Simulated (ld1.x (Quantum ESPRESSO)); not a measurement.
## Which change was made? (Ge, TM)

```json
{
  "Element": "germanium",
  "Generator": "ld1.x (Quantum ESPRESSO) 7.5",
  "Type": "norm-conserving Troullier–Martins (Kleinman–Bylander form)",
  "Functional": "PBE",
  "Relativity": "fully relativistic",
  "Frozen core": "[Ar] 3d10",
  "Valence charge": "4",
  "Reference configuration": "4s2 4p1.75 (charge +0.25)",
  "Partial waves": "4s (bound): rc 1.50 bohr; 4p (bound): rc 1.90 bohr; 4d channel at 0.45 Ry: rc 1.75 bohr",
  "Local potential": "all-electron potential smoothed inside 1.15 bohr (lloc = -1)",
  "Core correction": "none"
}
```

Open shells are filled in proportion to 2j + 1 (rel_dist='average').

Cutoffs, loose and tight: the cutoffs (Ry, on a coarse ladder) from which the occupation-weighted sum of valence levels, in a spherical-Bessel basis at the reference potential, stays within 10 and 1 mRy of its value at 400 Ry. They do not see the model core or the augmentation charge, which bear on the density cutoff. Test errors are all-electron minus pseudo excitation energies from the reference, over the configurations 4s2 4p2; 4s2 4p1; 4s2 4p0; 4s1 4p0; 4s2 4p1.5; 4s0 4p4; 4s1 4p2; variants that change the core or the reference have their own tests. The largest error is taken over the tests solved by every variant that gives reliable tests at all, those not shown here included: 4s0 4p4; 4s1 4p2; 4s2 4p0; 4s2 4p1; 4s2 4p1.5; 4s2 4p2.

The base gives: outcome: generated; cutoff, loose: 30 Ry; cutoff, tight: 45 Ry; bound ghosts: s; largest test error (meV): +50.

Task: After one change the result is: outcome: generated; cutoff, loose: 30 Ry; cutoff, tight: 45 Ry; bound ghosts: d3/2, d5/2, s; largest test error (meV): +50. Which change was it?
A. core [Ar], valence charge 14; reference 3d10 4s2 4p2; waves now 4p (bound): rc 2.30 bohr; 3d (bound): rc 0.85 bohr; 4f channel at 0.35 Ry: rc 2.30 bohr; 4s (bound): rc 1.50 bohr; local potential the s channel; core correction a·sin(br)/r model core inside 0.45 bohr
B. all radii scaled by about 1.22 (s 1.84, p 2.32, d 2.14 bohr); local potential all-electron potential smoothed inside 1.40 bohr (lloc = -1)
C. type TM semilocal; scalar-relativistic; local potential the p channel
D. wave 4d channel at 0.45 Ry: rc 1.75 bohr becomes 4d channel at -0.11 Ry: rc 1.75 bohr

Result: D. The others give: type TM semilocal; scalar-relativistic; local potential the p channel → outcome: generated; cutoff, loose: 30 Ry; cutoff, tight: 45 Ry; bound ghosts: none; largest test error (meV): +48 | all radii scaled by about 1.22 (s 1.84, p 2.32, d 2.14 bohr); local potential all-electron potential smoothed inside 1.40 bohr (lloc = -1) → outcome: generated; cutoff, loose: 18 Ry; cutoff, tight: 40 Ry; bound ghosts: none; largest test error (meV): +138 | core [Ar], valence charge 14; reference 3d10 4s2 4p2; waves now 4p (bound): rc 2.30 bohr; 3d (bound): rc 0.85 bohr; 4f channel at 0.35 Ry: rc 2.30 bohr; 4s (bound): rc 1.50 bohr; local potential the s channel; core correction a·sin(br)/r model core inside 0.45 bohr → outcome: failed: run_pseudo: Errors in PS-KS equation.
